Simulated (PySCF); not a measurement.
C₂H₆Se₂, triplet, geometry from GFN2-xTB (a higher spin typed on purpose: for a closed-shell molecule this is an excited state). Base run: PBE0/6-31G (PySCF).

Here is a job for PySCF.
```python
from pyscf import gto, scf, dft

mol = gto.Mole()
mol.atom = '''
    C     2.408754   -0.260642   -0.232010
    Se    1.019854    0.638840    0.781680
    Se   -1.020044   -0.605067   -0.807866
    C    -2.408093    0.142896    0.323305
    H     3.074048    0.489261   -0.651170
    H     1.945919   -0.844231   -1.024836
    H     2.959978   -0.910199    0.442715
    H    -3.080895    0.730943   -0.294921
    H    -1.945494    0.768615    1.083466
    H    -2.951076   -0.676192    0.787300
'''
mol.basis = '6-31g'
mol.charge = 0
mol.spin = 2
mol.verbose = 3
mol.build()

mf = dft.UKS(mol)
mf.xc = 'pbe0'
mf.kernel()
```

Variants of this job, named by their change:

| change | basis functions | E (Eh) | HOMO (eV) | dipole (D) |
|---|---|---|---|---|
| base | 84 | -4881.45878 | -5.42 | 0.16 |
| basis = jorge-DZP-DKH; relativity = none | 146 | -4869.13161 | -5.40 | 0.14 |
| basis = x2c-SVPall; relativity = spin-free X2C | 122 | -4938.00757 | -5.31 | 0.13 |
| basis = x2c-TZVPall; relativity = spin-free X2C; nucleus = Gaussian (with mol.nucmod = 'G') | 194 | -4938.91127 | -5.41 | 0.14 |
| basis = x2c-SVPall; relativity = spin-free X2C; nucleus = Gaussian (with mol.nucmod = 'G') | 122 | -4937.97913 | -5.31 | 0.13 |
| basis = jorge-DZP-DKH; relativity = spin-free X2C; nucleus = Gaussian (with mol.nucmod = 'G') | 146 | -4938.61125 | -5.34 | 0.13 |
| basis = x2c-TZVPall; relativity = spin-free X2C | 194 | -4938.94243 | -5.41 | 0.14 |
| basis = x2c-SVPall; relativity = none | 122 | -4857.31274 | -5.43 | 0.15 |
| basis = x2c-TZVPall; relativity = none | 194 | -4855.26169 | -5.44 | 0.15 |
| basis = jorge-DZP-DKH; relativity = spin-free X2C | 146 | -4938.64403 | -5.34 | 0.13 |

Totals shift with the method and basis; they matter in differences.

Open shells are given as the SCF converged; they aren't shown to be the lowest states, and a large step between rows can be another state.

Basis sets contracted for a relativistic Hamiltonian are a mismatch without it, so the rows without relativity aren't non-relativistic limits. No row has spin-orbit coupling; sets with core potentials leave out the core electrons.
